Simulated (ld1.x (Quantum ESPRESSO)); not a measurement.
# indium (In): variants of one TM potential

Base potential:

```json
{"Element": "In (Z = 49)", "Generator": "ld1.x (Quantum ESPRESSO) 7.5", "Type": "norm-conserving Troullier–Martins (Kleinman–Bylander form)", "Functional": "PBE", "Relativity": "scalar-relativistic", "Frozen core": "[Kr] 4d10", "Valence charge": "3", "Reference configuration": "5s2 5p0.5 (charge +0.5)", "Partial waves": "5p (bound): rc 2.05 bohr; 5d channel at -0.05 Ry: rc 1.95 bohr; 5s (bound): rc 1.95 bohr", "Local potential": "the s channel", "Core correction": "none"}
```

Cutoffs, loose and tight: the cutoffs (Ry, on a coarse ladder) from which the occupation-weighted sum of valence levels, in a spherical-Bessel basis at the reference potential, stays within 10 and 1 mRy of its value at 400 Ry. They do not see the model core or the augmentation charge, which bear on the density cutoff. Test errors are all-electron minus pseudo excitation energies from the reference, over the configurations 5s2 5p1; 5s2 5p0; 5s1 5p0; 5s1 5p1; 5s1 5p2; 5s2 5p1.3; 5s0 5p3. A dash means not determined; rows that change the core or the reference have their own tests.

A true bound ghost makes a file unfit for plane-wave use even where its test errors are small: the radial tests pick states by their node count and pass the ghost by.

| change | outcome | cutoff, loose | cutoff, tight | bound ghosts | largest test error (meV) |
| --- | --- | --- | --- | --- | --- |
| base | generated | 18 Ry | 30 Ry | d | +163 |
| wave 5p (bound): rc 2.05 bohr becomes 5p (bound): rc 1.98 bohr | generated | 18 Ry | 30 Ry | d | +176 |
| wave 5p (bound): rc 2.05 bohr becomes 5p (bound): rc 2.32 bohr | generated | 18 Ry | 30 Ry | d | +147 |
| wave 5p (bound): rc 2.05 bohr becomes 5p (bound): rc 2.78 bohr | generated | 18 Ry | 30 Ry | d | +149 |
| wave 5p (bound): rc 2.05 bohr becomes 5p (bound): rc 2.92 bohr | generated | 18 Ry | 30 Ry | d | +151 |

Task: What comes out with this change to the base: wave 5p (bound): rc 2.05 bohr becomes 5p (bound): rc 1.66 bohr?

Result: outcome: generated; cutoff, loose: 50 Ry; cutoff, tight: 90 Ry; bound ghosts: p, d; largest test error (meV): +360.

Task: What comes out with this change to the base: wave 5p (bound): rc 2.05 bohr becomes 5p (bound): rc 1.36 bohr?

Result: outcome: generated; cutoff, loose: 300 Ry; cutoff, tight: over 300 Ry; bound ghosts: p, d; largest test error (meV): +433.

Reading the sweep of the p radius (base included, trends over the rows without a ghost): Bound ghosts are found at 1.36, 1.66, 1.98, 2.05, 2.32, 2.78, 2.92 bohr. Every judged row has one, so this setting neither creates nor removes them.
